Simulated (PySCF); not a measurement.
A structure optimised at PBE-D3(BJ)/def2-SVP, used in a PySCF frequency run:

```xyz
8

Cd    -0.3414     0.2447     0.3980
O     -1.9118     1.1839     1.1799
H     -1.6924     2.1319     1.2723
S      1.4465    -0.9857    -0.4939
C      1.1476    -0.8450    -2.3075
H      0.1837    -1.2954    -2.6122
H      1.9643    -1.4142    -2.7929
H      1.1986     0.2023    -2.6618
```
Charge 0, spin multiplicity 1.

Question: Write its SMILES and formula.

Answer: C[S][Cd][OH], CH4CdOS

Question: What are its rotational constants (standard atomic weights)?

Answer: 13.776, 1.4877, 1.3605 GHz
